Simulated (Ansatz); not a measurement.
C₄H₉O (SMILES [CH2]C(C)(C)O), doublet, at a GFN2-xTB geometry; PBE/6-31G* (Ansatz, a program for electronic structure).

Here is a job for Ansatz.
Ansatz 0.2 input:
```yaml
crystal:
  periodic: [false, false, false]
  atoms:
    - {symbol: C, position_ang: [0.61166572, 1.15119891, 0.78906624]}
    - {symbol: C, position_ang: [0.01673001, 0.05823887, -0.00844018]}
    - {symbol: C, position_ang: [-1.20766344, -0.52930005, 0.73250715]}
    - {symbol: C, position_ang: [1.04543595, -1.06829925, -0.23885495]}
    - {symbol: O, position_ang: [-0.36740157, 0.49932723, -1.30008057]}
    - {symbol: H, position_ang: [0.81682883, 2.10526978, 0.34486652]}
    - {symbol: H, position_ang: [0.91411373, 0.97092246, 1.80100114]}
    - {symbol: H, position_ang: [-0.90624909, -0.94065666, 1.69094494]}
    - {symbol: H, position_ang: [-1.65262507, -1.31570821, 0.12807493]}
    - {symbol: H, position_ang: [-1.95189088, 0.24666320, 0.90287815]}
    - {symbol: H, position_ang: [0.58536582, -1.85316215, -0.83264327]}
    - {symbol: H, position_ang: [1.89686087, -0.67164289, -0.78425602]}
    - {symbol: H, position_ang: [1.38063336, -1.47459075, 0.71014596]}
    - {symbol: H, position_ang: [-0.94083446, 1.26725635, -1.20603734]}
basis:
  gaussian:
    orbitals: 6-31G*
hamiltonian:
  xc: pbe
magnetization: {spin_polarized: true, initial_magnetization: 1}
```

It wrote (shortened):

```
Functional definition: PBE
1203 factors; their error is unknown
mean field evaluation 1: about -6320.4361 eV, gradient 5.0e1 eV
mean field evaluation 2: about -6307.7867 eV, gradient 7.2e1 eV
mean field evaluation 4: about -6331.6063 eV, gradient 3.7e0 eV
mean field evaluation 8: about -6331.6527 eV, gradient 3.9e-2 eV
mean field evaluation 16: about -6331.5713 eV, gradient 1.2e-4 eV
mean field -6331.57130946 eV, -232.6809539295 hartree, gradient 3.4e-5 eV, S^2 0.753351; 0 other end points of the search recorded, 0 dependent functions left out
reference -6331.57133246 eV, -232.6809547748 hartree; 21, 20 occupied and 72, 73 virtual orbitals, 1203 factors
Total energy: -6331.57133246 eV, -232.6809547748 hartree
```
